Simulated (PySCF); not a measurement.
## Multinuclear NMR of C₆H₁₃N₃Si

Bonds (- single, = double, # triple, : aromatic): C1-C2, C2:C3, C3:N4, N4:N5, N5-Si6, Si6-C7, Si6-C8, Si6-C9, N5:N10, N10:C2. C1 carries H11, H12, H13; C3 carries H14; C7 carries H15, H16, H17; C8 carries H18, H19, H20; C9 carries H21, H22, H23.

Calculated, not measured (PySCF 2.14): GFN2-xTB geometry, GIAO PBE0/pcSseg-1 shieldings. Averaged over atoms made equivalent by symmetry, fast rotation or ring inversion, no solvent, one computed conformer, non-relativistic.

**Question.** Where does $^{29}$Si resonate?

**Answer.** 
```tsv
atoms	environment	σ (ppm)	δ (ppm)
Si6	silicon bonded to 3 C, N	333.2	6.1
```

Shieldings were converted by a linear fit to measured shifts: $^{29}$Si: δ = 279.94 − 0.822σ (rms 8.9 ppm, 72 shifts, 25.8 ppm with the 6 outliers that the fit left out vs TMS, solution or neat liquid). A few per cent of atoms miss by over 2 rms, more outside the fitted compound classes.

On a 500 MHz spectrometer $^{29}$Si resonates near 99.3 MHz, so 1 ppm is 99.3 Hz.

**Question.** Predict the $^{15}$N NMR data.

**Answer.** 
```json
{"atoms": "N4", "environment": "pyridine-type nitrogen of an azole", "σ (ppm)": "-111.8", "δ (ppm)": "-45.0"}
{"atoms": "N10", "environment": "pyridine-type nitrogen of an azole", "σ (ppm)": "-102.3", "δ (ppm)": "-53.8"}
{"atoms": "N5", "environment": "pyrrole-type ring nitrogen", "σ (ppm)": "-17.7", "δ (ppm)": "-131.8"}
```

Shieldings were converted by a linear fit to measured shifts: $^{15}$N (scatter 6.3 ppm rms vs CH3NO2, solution or neat liquid). Occasional misses reach two or three times the rms, and more in compound classes unlike the fitted ones.

On a 300 MHz spectrometer $^{15}$N resonates near 30.4 MHz, so 1 ppm is 30.4 Hz.
